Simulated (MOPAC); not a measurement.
MOPAC input (PM6):

```
PM6 PRECISE GNORM=0.05 LET XYZ CHARGE=-1 GEO-OK AUX(PRECISION=9) THREADS=1
C5H9O

C     2.59631236 1    0.62596370 1   -0.25360935 1
C     1.31592218 1   -0.04889363 1    0.23481991 1
C     0.03883974 1    0.55295131 1   -0.34619327 1
C    -1.20696771 1   -0.28533131 1    0.02168604 1
O    -1.15577481 1   -1.50751758 1   -0.31884685 1
C    -2.22641624 1    0.37580949 1    0.67528986 1
H     2.60869363 1    1.69073342 1    0.00238013 1
H     2.68265443 1    0.55416888 1   -1.34244021 1
H     3.49294779 1    0.17067522 1    0.18131672 1
H     1.31941784 1   -1.11028341 1   -0.02393423 1
H     1.26565152 1    0.00573415 1    1.32848146 1
H     0.12396770 1    0.55548372 1   -1.44166776 1
H    -0.07067303 1    1.59374512 1   -0.02062665 1
H    -2.15324412 1    1.43019421 1    0.91384166 1
H    -3.12935932 1   -0.15330794 1    0.96146451 1
```

Output:

```
 *******************************************************************************
 **                                                                           **
 **                              MOPAC v23.2.5                                **
 **                                                                           **
 *******************************************************************************
 ** MOPAC's Digital Object Identifier: https://doi.org/10.5281/zenodo.6511958 **
 **                                                                           **
 ** Please cite the open-source release paper for use of this MOPAC version:  **
 ** J. E. Moussa and J. J. P. Stewart (2026)                                  **
 ** MOPAC: An open-source semiempirical molecular orbital program             **
 ** J. Open Source Softw., 11(119), 8025, https://doi.org/10.21105/joss.08025 **
 *******************************************************************************

                              PM6 CALCULATION RESULTS

 *******************************************************************************
 *  PM6        - The PM6 Hamiltonian to be used
 *  GEO-OK     - OVERRIDE INTERATOMIC DISTANCE AND OTHER SAFETY CHECKS
 *
 *
 *
 *                 CHARGE ON SYSTEM = -1
 *
 *
 *
 *  LET        - OVERRIDE SOME SAFETY CHECKS
 *  PRECISE    - TIGHTER CRITERIA TO BE USED
 *  XYZ        - CARTESIAN COORDINATE SYSTEM TO BE USED
 *  GNORM      - EXIT WHEN GRADIENT NORM DROPS BELOW 0.050
 *  AUX        - OUTPUT AUXILIARY INFORMATION
 *******************************************************************************
PM6 PRECISE GNORM=0.05 LET XYZ CHARGE=-1 GEO-OK AUX(PRECISION=9) THREADS=1
 C5H9O

   ATOM   CHEMICAL          X               Y               Z
  NUMBER   SYMBOL      (ANGSTROMS)     (ANGSTROMS)     (ANGSTROMS)

     1       C          2.59631236  *   0.62596370  *  -0.25360935  *
     2       C          1.31592218  *  -0.04889363  *   0.23481991  *
     3       C          0.03883974  *   0.55295131  *  -0.34619327  *
     4       C         -1.20696771  *  -0.28533131  *   0.02168604  *
     5       O         -1.15577481  *  -1.50751758  *  -0.31884685  *
     6       C         -2.22641624  *   0.37580949  *   0.67528986  *
     7       H          2.60869363  *   1.69073342  *   0.00238013  *
     8       H          2.68265443  *   0.55416888  *  -1.34244021  *
     9       H          3.49294779  *   0.17067522  *   0.18131672  *
    10       H          1.31941784  *  -1.11028341  *  -0.02393423  *
    11       H          1.26565152  *   0.00573415  *   1.32848146  *
    12       H          0.12396770  *   0.55548372  *  -1.44166776  *
    13       H         -0.07067303  *   1.59374512  *  -0.02062665  *
    14       H         -2.15324412  *   1.43019421  *   0.91384166  *
    15       H         -3.12935932  *  -0.15330794  *   0.96146451  *

          CARTESIAN COORDINATES

    NO.       ATOM           X           Y           Z

     1         C          2.5963      0.6260     -0.2536
     2         C          1.3159     -0.0489      0.2348
     3         C          0.0388      0.5530     -0.3462
[...]

          SCF CALCULATIONS        =         93

   ATOM   CHEMICAL          X               Y               Z
  NUMBER   SYMBOL      (ANGSTROMS)     (ANGSTROMS)     (ANGSTROMS)

     1       C          2.60133997  *   0.62669686  *  -0.34012522  *
     2       C          1.35565619  *  -0.16499680  *   0.07026046  *
     3       C          0.06262219  *   0.62667518  *  -0.11485674  *
     4       C         -1.19198280  *  -0.26413445  *   0.15042694  *
     5       O         -0.99119209  *  -1.50385940  *   0.16043060  *
     6       C         -2.37785529  *   0.39829082  *   0.32454905  *
     7       H          2.68781170  *   1.54858961  *   0.24195258  *
     8       H          2.55264674  *   0.90633386  *  -1.39676265  *
     9       H          3.50916857  *   0.03905177  *  -0.18633300  *
    10       H          1.27665605  *  -1.10689837  *  -0.51272250  *
    11       H          1.43496711  *  -0.49090706  *   1.12420347  *
    12       H         -0.02024225  *   1.01245029  *  -1.14196105  *
    13       H          0.03439201  *   1.49668685  *   0.55600183  *
    14       H         -2.47909708  *   1.45007418  *   0.30385469  *
    15       H         -3.27754888  *  -0.13982753  *   0.49553765  *

                             CARTESIAN COORDINATES

   1    C        2.601339973     0.626696865    -0.340125221
   2    C        1.355656186    -0.164996803     0.070260462
   3    C        0.062622191     0.626675181    -0.114856745
   4    C       -1.191982803    -0.264134454     0.150426935
   5    O       -0.991192092    -1.503859401     0.160430597
   6    C       -2.377855292     0.398290819     0.324549054
   7    H        2.687811702     1.548589610     0.241952578
   8    H        2.552646738     0.906333860    -1.396762648
   9    H        3.509168574     0.039051775    -0.186332996
  10    H        1.276656050    -1.106898373    -0.512722495
  11    H        1.434967112    -0.490907062     1.124203466
  12    H       -0.020242247     1.012450289    -1.141961049
  13    H        0.034392010     1.496686845     0.556001827
  14    H       -2.479097081     1.450074179     0.303854685
  15    H       -3.277548880    -0.139827526     0.495537648

           Empirical Formula: C5 H9 O  =    15 atoms

      MOLECULAR POINT GROUP   :   C1

                  EIGENVALUES
 -24.41661 -23.27328 -20.55663 -18.75573 -16.07071 -13.04086 -11.89716 -10.97620
 -10.18915  -9.69291  -9.04050  -8.43688  -7.77934  -7.46174  -6.95659  -6.79693
  -4.02052  -2.82757   7.72083   8.10897   8.69970   9.03636   9.23396   9.41944
   9.98534  10.07449  10.51307  10.77817  10.85867  11.25349  11.72472  12.44537
  13.16340

              NET ATOMIC CHARGES AND DIPOLE CONTRIBUTIONS

  ATOM NO.   TYPE          CHARGE      No. of ELECS.   s-Pop       p-Pop
    1          C          -0.477185        4.4772     1.08454     3.39265
    2          C          -0.179607        4.1796     1.07511     3.10450
    3          C          -0.443999        4.4440     1.11117     3.33283
    4          C           0.624378        3.3756     1.05600     2.31962
    5          O          -0.800153        6.8002     1.86174     4.93841
    6          C          -0.924231        4.9242     1.09396     3.83027
    7          H           0.130355        0.8696     0.86964
    8          H           0.132871        0.8671     0.86713
    9          H           0.121263        0.8787     0.87874
   10          H           0.143701        0.8563     0.85630
   11          H           0.118017        0.8820     0.88198
   12          H           0.129120        0.8709     0.87088
   13          H           0.127021        0.8730     0.87298
   14          H           0.140956        0.8590     0.85904
   15          H           0.157492        0.8425     0.84251
 DIPOLE           X         Y         Z       TOTAL
 POINT-CHG.     6.162     3.274    -0.819     7.025
 HYBRID         0.430     0.252    -0.111     0.511
 SUM            6.592     3.526    -0.930     7.533

          ATOMIC ORBITAL ELECTRON POPULATIONS

     Atom    s        px        py        pz
    1  C   1.08454   1.10563   1.13595   1.15107
    2  C   1.07511   0.92856   1.04978   1.12616
    3  C   1.11117   1.07527   1.11735   1.14021
    4  C   1.05600   0.82430   0.77867   0.71665
    5  O   1.86174   1.88275   1.34292   1.71274
    6  C   1.09396   1.11896   1.13213   1.57918
    7  H   0.86964
    8  H   0.86713
    9  H   0.87874
   10  H   0.85630
   11  H   0.88198
   12  H   0.87088
   13  H   0.87298
   14  H   0.85904
   15  H   0.84251

 **********************
 *                    *
 * JOB ENDED NORMALLY *
 *                    *
 **********************

 == MOPAC DONE ==
```

The dipole moment of an ion depends on the origin.

The geometry given is a B3LYP-D3(BJ)/def2-TZVP minimum.
